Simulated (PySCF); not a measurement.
Atomic charges by several schemes

C7H9N3.
Geometry (GFN2-xTB, Å), atoms numbered from 1 in this order:
```
atom  x, y, z in Å
C1     4.338    1.339    0.221
C2     3.311    0.784   -0.058
C3     2.105    0.139   -0.384
C4     1.070   -0.248    0.453
N5     0.170   -0.821   -0.373
C6    -1.124   -1.357   -0.057
C7    -2.232   -0.331   -0.322
C8    -2.124    0.885    0.590
N9     0.619   -0.785   -1.625
N10    1.761   -0.222   -1.646
H11    5.238    1.822    0.460
H12    0.932   -0.163    1.510
H13   -1.128   -1.661    0.993
H14   -1.279   -2.235   -0.689
H15   -3.193   -0.823   -0.168
H16   -2.172   -0.020   -1.366
H17   -2.169    0.588    1.636
H18   -2.942    1.573    0.395
H19   -1.190    1.417    0.420
```

Density: PBE0/pcSseg-1 (PySCF); schemes: Mulliken, IAO, Hirshfeld and ESP-fitted. Isolated species at its GFN2-xTB geometry (one conformer only).

Q: Atoms with like bonding are taken together and averaged. Which atoms carry the highest charge in the Mulliken, IAO, Hirshfeld and ESP-fitted schemes?

A: The schemes don't all agree: Mulliken C2 (+0.437); IAO H11 (+0.205); Hirshfeld H11 (+0.095); ESP-fitted C3 (+0.914).

Q: At which atom do the 4 schemes differ most?

A: At N5: from -0.453 (Mulliken) to +0.552 e (ESP-fitted), 1.005 e apart.

Q: Give the atomic charges in each scheme.

A: In e; atoms taken as equivalent share a row and are averaged (×n: the atom named and its like, n in all):

| atom | environment | Mulliken | IAO | Hirshfeld | ESP-fitted |
| --- | --- | --- | --- | --- | --- |
| C1 | terminal alkyne carbon | -0.332 | -0.221 | -0.101 | -0.156 |
| C2 | alkyne carbon | +0.437 | -0.025 | -0.051 | -0.486 |
| C3 | substituted aromatic carbon | -0.064 | +0.019 | +0.009 | +0.914 |
| C4 | aromatic CH next to a ring nitrogen | +0.153 | -0.120 | -0.011 | -0.723 |
| N5 | pyrrole-type nitrogen | -0.453 | +0.041 | +0.052 | +0.552 |
| C6 | sp3 carbon bound to nitrogen | +0.046 | -0.158 | -0.006 | -0.449 |
| C7 | chain CH2 carbon | -0.269 | -0.256 | -0.065 | +0.308 |
| C8 | methyl carbon | -0.299 | -0.424 | -0.120 | -0.240 |
| N9 | pyridine-type nitrogen | -0.028 | -0.112 | -0.070 | -0.274 |
| N10 | pyridine-type nitrogen | -0.251 | -0.175 | -0.130 | -0.408 |
| H11 | alkyne hydrogen | +0.050 | +0.205 | +0.095 | +0.246 |
| H12 | aromatic hydrogen | +0.099 | +0.182 | +0.073 | +0.294 |
| H13/H14 | methylene hydrogen | +0.134 | +0.161 | +0.057 | +0.148 |
| H15/H16 | methylene hydrogen | +0.135 | +0.147 | +0.046 | -0.023 |
| H17/H18/H19 | methyl hydrogen | +0.124 | +0.143 | +0.040 | +0.058 |

Mean size of the charges over all atoms: ESP-fitted 0.293 e, Mulliken 0.178 e, IAO 0.157 e, Hirshfeld 0.058 e. Each set sums to the total charge, 0, to within 0.001 e. The Mulliken scheme counts on each atom the diagonal of the density matrix times the overlap matrix over that atom's basis functions.

Some averages cover members that differ in this geometry: H13/H14, ESP-fitted +0.129 to +0.167; H17/H18/H19, Mulliken +0.105 to +0.139; H17/H18/H19, ESP-fitted +0.046 to +0.076 e.

Q: How many electrons does the Hirshfeld scheme count on N10?

A: Z − q = 7 − (-0.130) = 7.130.

Q: Sum the charges by element.

A: 
| element | atoms | Mulliken | IAO | Hirshfeld | ESP-fitted |
| --- | --- | --- | --- | --- | --- |
| C | 7 | -0.329 | -1.185 | -0.345 | -0.833 |
| N | 3 | -0.732 | -0.246 | -0.148 | -0.130 |
| H | 9 | +1.060 | +1.431 | +0.494 | +0.963 |
